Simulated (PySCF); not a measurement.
# How methods differ on the excitation energy of C⁺

C⁺ [He] 2s2 2p1 (2P) → C⁺ [He] 2s2 3d1 (2D), as a difference of total energies. All numbers are calculated (PySCF 2.14, scalar relativity by spin-free X2C-1e, in x2c-TZVPPall with one added diffuse shell each of s, p, d type (6s4p3d1f, 40 functions)). Correlated levels: valence: 1s2 frozen; valence and next inner shell: nothing frozen. The calculations carry no spin-orbit coupling.

| method | excitation energy (cm⁻¹) |
| --- | --- |
| UHF | 148930 |
| LDA | 146050 |
| PBE | 145190 |
| r2SCAN | 149290 |
| BHandHLYP | 149220 |
| revPBE | 144430 |
| TPSS | 147520 |
| MP2 (valence) | 148660 |
| SCS-MP2 (valence) | 148350 |
| MP2 (valence and next inner shell) | 148760 |
| SCS-MP2 (valence and next inner shell) | 148410 |

**Question.** Estimate what PBE0 gives.

**Answer.** 146850 cm⁻¹, closest to TPSS among the rows shown.

**Question.** Estimate what wB97M-V gives.

**Answer.** 146860 cm⁻¹, closest to TPSS among the rows shown.

Errors of the correlated levels include the incompleteness of this basis and the frozen core.

The promoted electron is Rydberg-like, and one or two diffuse shells describe it only roughly, which tends to raise the upper state.

For comparison: 145510 cm⁻¹ (measured; NIST levels, between the centres of gravity of the two terms).
